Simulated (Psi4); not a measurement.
ISn (SMILES [Sn+][I]), charge +1, singlet, at a GFN2-xTB geometry (such geometries of metal compounds can be far from the true shape) (core potentials on I, Sn). Base run: M06-2X/def2-SVP (Psi4 1.11).

Here is a job for Psi4.
```
memory 2 GB

molecule {
1 1
Sn   -0.00000000   -0.00000000   -1.37674874
I     0.00000000    0.00000000    1.29881957
}

set {
  basis def2-svp
}

energy('m06-2x')
print_variables()
```

Each row names what was changed in the base input (with any setting that the change needs).

| change | E (Eh) |
|---|---|
| base | -511.63456 |
| functional = bhhlyp | -511.66140 |
| functional = revpbe | -511.87480 |
| functional = pbe0 | -511.79562 |
| functional = r2scan | -511.96988 |
| functional = pbe | -511.76969 |
| functional = mn15 | -510.58726 |
| functional = x3lyp | -511.81499 |
| functional = svwn | -511.95123 |
| functional = hse06 | -511.79423 |
| functional = wb97x-v | -511.73432 |
| functional = cam-b3lyp | -511.75657 |
| functional = tpssh | -511.61158 |

Absolute energies of different levels of theory aren't comparable as measures of quality.
